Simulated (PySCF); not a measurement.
A structure optimised at PBE-D3(BJ)/def2-SVP, used in a PySCF frequency run:

```xyz
12

Al    -0.2589    -0.1148     0.0000
Cl     0.6655    -2.0329     0.0000
C     -2.2010     0.0752     0.0000
H     -2.5238     1.1362     0.0000
H     -2.6433    -0.4169     0.8911
H     -2.6433    -0.4169    -0.8911
N      0.8772     1.2620     0.0000
C      0.5921     2.6862     0.0000
H      1.8831     1.0659     0.0000
H      0.9984     3.2102    -0.8963
H      0.9984     3.2102     0.8963
H     -0.5040     2.8600     0.0000
```

Write its SMILES, formula and point group.

C[NH][Al]([CH3])[Cl], C₂H₇AlClN, Cs

What are its rotational constants (standard atomic weights)?

4.2231, 1.7454, 1.2547 GHz
